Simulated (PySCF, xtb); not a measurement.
B(AsH2)2(F) (As₂BFH₄), SMILES FB([AsH2])[AsH2].

xtb 6.7.1 with GFN2-xTB at its own geometry gives an orbital gap of 3.03 eV and a dipole moment of 0.25 D.

Coordinates come from a B3LYP-D3(BJ)/def2-SVP optimisation. The structure was generated by enumeration, and PubChem lists no compound with its InChIKey, so it may never have been made.

Problem. What does PBE/def2-TZVP run with PySCF give? (The exact figures need the calculation; the answer reports its results.)

Solution. gap 3.80 eV (levels -6.10 and -2.29 eV), dipole 0.41 D.
